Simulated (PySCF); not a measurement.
**Electronic structure of Yb⁵¹⁺ (ytterbium, charge +51) at the PBE0 level**

Configuration: [Ar] 3d1, 2D determinant. Computed with PySCF 2.14 in an uncontracted even-tempered set (17 s from 12 bohr⁻², ratio 2.5; 12 p from 15 bohr⁻², ratio 2.5; 7 d from 15 bohr⁻², ratio 2.5; 4 f from 53 bohr⁻², ratio 2.7; 3 g from 80 bohr⁻², ratio 2.7), with the spin-free X2C one-electron Hamiltonian (Gaussian nucleus).

```json
{
  "Total energy": "-11590.89 hartree",
  "One-electron energy": "-12915.06 hartree",
  "Hartree (Coulomb) energy": "1498.98 hartree",
  "Exchange-correlation energy": "-174.80 hartree",
  "⟨S²⟩": "0.7501",
  "⟨L²⟩": "6.001",
  "Sum of ⟨r⟩": "2.414 bohr",
  "Sum of ⟨r²⟩": "0.4611 bohr²",
  "Traceless quadrupole moment −½Σ⟨3z² − r²⟩ along its main axis": "0.00965 e·bohr²"
}
```

```
shell  electrons  mean orbital energy (eV)  spread (eV)  rms radius, mean of both spins (bohr)
 1s α          1                  -64654.7            0                                 0.0223
 1s β          1                  -64654.6            0                                 0.0223
 2s α          1                  -13768.0            0                                 0.0893
 2s β          1                  -13761.8            0                                 0.0893
 2p α          3                  -12576.0        3.030                                 0.0806
 2p β          3                  -12570.6        8.965                                 0.0806
 3s α          1                   -5278.5            0                                  0.217
 3s β          1                   -5271.9            0                                  0.217
 3p α          3                   -4915.8        2.258                                  0.214
 3p β          3                   -4908.3       10.439                                  0.214
 3d α          1                   -4550.8            0                                  0.190
```

Spin-orbit coupling, absent here, splits the open shell strongly.

Densities and radii are taken from the X2C orbitals without a picture-change correction, which distorts them close to the nucleus.
